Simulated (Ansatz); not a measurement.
Relaxation of BH$_{5}$MgSn (8 atoms, charge 0, multiplicity 1), to a largest force component of 0.015 eV/Å in at most 40 steps.

Method: RKS BHLYP/def2-SVP (Ansatz 0.2.0).

```xyz
8
Properties=species:S:1:pos:R:3
B -1.047 1.492 -1.089
Sn -0.076 -0.088 0.064
Mg 1.750 -1.683 1.004
H -1.871 2.152 -0.603
H -0.840 1.599 -2.228
H -1.316 -1.291 0.142
H -0.393 0.448 1.688
H 2.346 -2.750 2.079
```

**Question.** Where does it end, and by what steps?

**Answer.** The run converged. The force dipped under the threshold on the way, but the program's further checks kept it going. After 18 steps the energy has fallen by 0.608 eV; H4 moved furthest, 1.46 Å.

```csv
step,energy less start (eV),largest force component (eV/Å),accepted
0,0.0000,0.937,yes
1,-0.1628,0.617,yes
2,-0.2858,0.238,yes
3,-0.3492,0.227,yes
4,-0.4140,0.280,yes
5,-0.4647,0.300,yes
6,-0.5220,0.120,yes
7,-0.5482,0.416,yes
8,-0.5531,0.537,yes
9,-0.5912,0.079,yes
10,-0.6026,0.053,yes
11,-0.6008,0.466,no
12,-0.6065,0.046,yes
13,-0.6061,0.062,no
14,-0.6072,0.017,yes
15,-0.6077,0.044,yes
16,-0.6068,0.122,no
17,-0.6081,0.006,yes
18,-0.6081,0.005,yes
```

```xyz
8
Properties=species:S:1:pos:R:3
B -0.731 1.326 -1.024
Sn -0.817 -0.255 0.559
Mg 1.644 -1.456 1.005
H -0.449 2.458 -0.749
H -0.879 1.048 -2.181
H -1.963 -1.463 0.132
H -1.394 0.413 2.034
H 3.141 -2.192 1.280
```

Run time: 63 s on 1 thread of Intel(R) Xeon(R) Platinum 8488C (Sapphire Rapids) (shared host), peak memory 0.19 GiB.
